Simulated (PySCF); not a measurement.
The 17-electron isoelectronic series, non-relativistic

All values are computed (PySCF 2.14, energy differences of UHF-based or UKS calculations, no spin-orbit coupling). Each ion has its own even-tempered basis scaled to its charge (16s10p4d4f for the first); frozen: 1s2. Ionisation energies in eV.

```csv
ion,configuration,UHF,MP2 (outer shells),CCSD (outer shells),CCSD(T) (outer shells),LDA,PBE,PBE0,"NIST (with spin-orbit, Breit and QED)"
Ce⁴¹⁺,[Ne] 3s2 3p5 (2P),3148.4,3149.3,3149.2,3149.2,3150.8,3151.2,3151.0,3176 ± 4 (t)
Nd⁴³⁺,[Ne] 3s2 3p5 (2P),3431.9,3432.8,3432.7,3432.7,3434.3,3434.7,3434.5,3465 ± 4 (t)
Pm⁴⁴⁺,[Ne] 3s2 3p5 (2P),3578.2,3579.1,3579.0,3579.0,n/a,n/a,n/a,3613 ± 4 (t)
Sm⁴⁵⁺,[Ne] 3s2 3p5 (2P),3727.5,3728.4,3728.3,3728.3,3729.9,3730.3,3730.1,3766 ± 4 (t)
Gd⁴⁷⁺,[Ne] 3s2 3p5 (2P),4035.1,4036.1,4036.0,4036.0,4037.5,4038.1,4037.9,4080 ± 4 (t)
Dy⁴⁹⁺,[Ne] 3s2 3p5 (2P),4354.9,4355.9,4355.8,4355.8,4357.3,4357.9,4357.7,4407 ± 4 (t)
Er⁵¹⁺,[Ne] 3s2 3p5 (2P),4686.8,4687.7,4687.6,4687.6,4689.2,4689.9,4689.6,4748 ± 4 (t)
Yb⁵³⁺,[Ne] 3s2 3p5 (2P),5030.8,5031.8,5031.7,5031.7,5033.3,5033.9,5033.7,5101 ± 5 (t)
Hf⁵⁵⁺,[Ne] 3s2 3p5 (2P),5386.9,5387.8,5387.7,5387.7,5389.3,5390.0,5389.8,5468 ± 5 (t)
W⁵⁷⁺,[Ne] 3s2 3p5 (2P),5755.0,5755.9,5755.8,5755.8,5757.5,5758.2,5757.9,5840 ± 5 (s)
```

Each ion has its own basis, which adds noise of up to about 0.1 % along the series.

NIST values marked (s) are semi-empirical, (t) theoretical. Open shells are high-spin determinants of the terms that Hund's rules give.

All relativistic terms are absent from the calculated values; where these lie close to NIST, scalar and spin-orbit shifts of opposite sign can cancel.
